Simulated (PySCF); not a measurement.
Species: C₃H₂BBrCl₂.
Numbering: `[Cl:1][B:2]([Cl:3])[C:4]1=[C:5]([Br:6])[CH2:7]1` (hydrogens: H8, H9 on C7)

Computed by this run: PBE0-D3(BJ)/def2-SVP geometry optimisation, gas phase (PySCF 2.14.0); density fitting, grid level 1; the optimiser is geomeTRIC in internal coordinates, started from a GFN2-xTB structure with every atom displaced at random (about 0.01 Å).

Step 1: E = -98871.9405 eV
```
atom  x, y, z in Å  |  force x, y, z in eV/Å
Cl1     2.4046    1.7014   -0.0552   -0.055  -0.236  -0.007
B2      1.6756    0.0982   -0.0769    0.025  -0.041  -0.002
Cl3     2.7010   -1.3257   -0.1791   -0.156   0.195   0.014
C4      0.1543   -0.0025   -0.0095    0.369   0.178  -0.001
C5     -0.9695    0.6654    0.0542   -0.312  -0.194   0.036
Br6    -1.8286    2.2753    0.1452    0.056  -0.027  -0.017
C7     -1.1493   -0.8024    0.0283    0.094   0.070  -0.036
H8     -1.4978   -1.2940   -0.8929   -0.030   0.032   0.030
H9     -1.4282   -1.3334    0.9514    0.008   0.022  -0.018
```

Step 2: E = -98871.9488 eV
```
atom  x, y, z in Å  |  force x, y, z in eV/Å
Cl1     2.4247    1.6882   -0.0567   -0.024  -0.034   0.001
B2      1.6725    0.1037   -0.0758    0.039  -0.038  -0.003
Cl3     2.6832   -1.3218   -0.1754   -0.048  -0.004  -0.001
C4      0.1563    0.0095   -0.0086    0.023   0.198  -0.026
C5     -0.9796    0.6616    0.0542   -0.022  -0.114   0.053
Br6    -1.8400    2.2684    0.1433   -0.004   0.019  -0.010
C7     -1.1416   -0.8024    0.0272    0.038  -0.007  -0.018
H8     -1.4993   -1.2887   -0.8923    0.008  -0.016  -0.001
H9     -1.4143   -1.3361    0.9496   -0.008  -0.002   0.004
```

Q: Estimate the geometry and energy of step 3. (The exact step hangs on the optimiser's Hessian estimate; all steps are aligned on step 2, rigid shifts and turns removed.)

A: E = -98871.9528 eV, largest force 0.236 eV/Å
```
atom  x, y, z in Å  |  force x, y, z in eV/Å
Cl1     2.4415    1.6809   -0.0542    0.054   0.039  -0.002
B2      1.6719    0.1101   -0.0767   -0.019  -0.038   0.008
Cl3     2.6427   -1.3380   -0.1773    0.064  -0.059  -0.013
C4      0.1587    0.0305   -0.0085   -0.170   0.163  -0.002
C5     -0.9884    0.6637    0.0564    0.095  -0.020   0.015
Br6    -1.8624    2.2636    0.1423   -0.029   0.022  -0.005
C7     -1.1286   -0.7993    0.0266    0.007  -0.086   0.002
H8     -1.4774   -1.2935   -0.8920   -0.002  -0.005  -0.012
H9     -1.3961   -1.3357    0.9488    0.000  -0.015   0.009
```

The energy changes by -0.0039 eV. The first-order estimate −F·Δx gives -0.0065 eV and the mean of the old and new forces, exact on a quadratic surface, -0.0039 eV. The step makes an angle of 68° with the force vector and moves no atom by more than 0.044 Å.

The cost below is that of the whole optimisation. The run took 96 s of wall time on Arm Neoverse N1, one thread, no GPU, shared host, and the process peaked at 0.52 GiB of memory.
